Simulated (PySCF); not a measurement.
Compound: 1,1,2-trifluorobuta-1,3-diene, C₄H₃F₃.
Atom-mapped SMILES: `[CH2:1]=[CH:2][C:3]([F:4])=[C:5]([F:6])[F:7]` (hydrogens: H8, H9 on C1; H10 on C2)

Computed, not measured: core-valence-separated Tamm–Dancoff BHandHLYP/aug-pcX-1 (pcseg-1 on H) in PySCF, non-relativistic, gas phase, PBE0-D3(BJ)/def2-SVP geometry. Absolute energies from this functional tend to lie a few eV below measured edges; no shift was applied.

(1) List the fluorine K-edge absorption lines.

(2) Give energies, oscillator strengths and core holes at the C K edge.

Results:

(1) 
| E (eV) | f | core hole on | main final orbital | polarisation |
| --- | --- | --- | --- | --- |
| 685.90 | 0.0293 | F4 | LUMO+13 (36 %) | in plane |
| 686.26 | 0.0033 | F4 | LUMO (89 %) | out of plane |
| 686.53 | 0.0109 | F6 | LUMO (84 %) | out of plane |
| 686.65 | 0.0087 | F7 | LUMO (85 %) | out of plane |
| 687.02 | 0.0221 | F6 | spread | in plane |
| 687.09 | 0.0235 | F7 | spread | in plane |
| 687.95 | 0.0152 | F4 | LUMO+3 (33 %) | in plane |
| 688.42 | 0.0109 | F4 | LUMO+2/LUMO+7 (2 roots, f summed) | out of plane |
| 688.48 | 0.0182 | F7 | LUMO+1 (49 %) | in plane |
| 688.70 | 0.0018 | F4 | LUMO+1 (45 %) | in plane |
| 688.73 | 0.0159 | F6 | LUMO+2 (39 %) | in plane |
| 689.10 | 0.0000 | F4 | LUMO+5 (83 %) | – |
| 689.16 | 0.0074 | F7 | LUMO+3 (64 %) | in plane |
| 689.26 | 0.0131 | F6 | LUMO+3 (46 %) | in plane |

The first line with a tenth or more of the strongest one's intensity is at 685.90 eV (f = 0.029), with the hole on F4 (vinyl fluorine), polarised in plane. It is also the strongest listed.

(2) 
```csv
E (eV),f,core hole on,main final orbital,polarisation
282.27,0.0598,C1,LUMO (82 %),out of plane
282.96,0.0530,C2,LUMO (82 %),out of plane
285.64,0.0517,C3,LUMO (64 %),out of plane
286.05,0.0092,C1,LUMO+1 (58 %),in plane
286.40,0.0149,C2,LUMO+1 (67 %),in plane
286.65,0.0244,C1,LUMO+3 (41 %),in plane
286.98,0.0739,C5,LUMO (70 %),out of plane
287.37,0.0037,C1,spread,in plane
287.51,0.0134,C2,LUMO+7 (45 %),mixed
287.51,0.0465,C3,LUMO+13 (37 %),in plane
287.54,0.0019,C2,LUMO+3 (36 %),in plane
287.61,0.0083,C1,LUMO+5 (52 %),out of plane
287.87,0.0014,C2,LUMO+2 (52 %),in plane
288.16,0.0023,C2,LUMO+5 (85 %),out of plane
288.16,0.0029,C1,LUMO+3 (33 %),in plane
288.27,0.0040,C1,LUMO+6 (34 %),in plane
288.36,0.0000,C1,LUMO+7 (64 %),–
288.45,0.0026,C2,spread,in plane
288.55,0.0019,C1,LUMO+8 (59 %),in plane
```

The first line with a tenth or more of the strongest one's intensity is at 282.27 eV (f = 0.060), with the hole on C1 (terminal =CH2 carbon), polarised out of plane: a 1s→π* resonance. The strongest listed is at 286.98 eV (f = 0.074; C5, 1s→π*).

Roots within 0.03 eV whose holes lie on the same, on equivalent or on shared atoms are summed into one line, and the highest roots are left out, as the search may have cut off their partners. Final orbitals are the ground state's empty Kohn–Sham orbitals. A dash: too weak, shared between unlike atoms, or no plane or axis to refer to.

Question: What length of transition dipole belongs to the line at 688.73 eV?

Answer: From f = (2/3) ΔE |μ|² in atomic units, with ΔE = 25.310 Eh and f = 0.0159: |μ| = 0.031 au = 0.08 D.

The list ends where the root search ended, not at a threshold.

Cost: about 30 s of CPU time on one thread; the machine was shared, so the figure is rough.

Shape of the structure used: `[CH2:1]=[CH:2][C:3]([F:4])=[C:5]([F:6])[F:7]`: C1–C2–C3–F4 0°.

One conformer stands for the species.
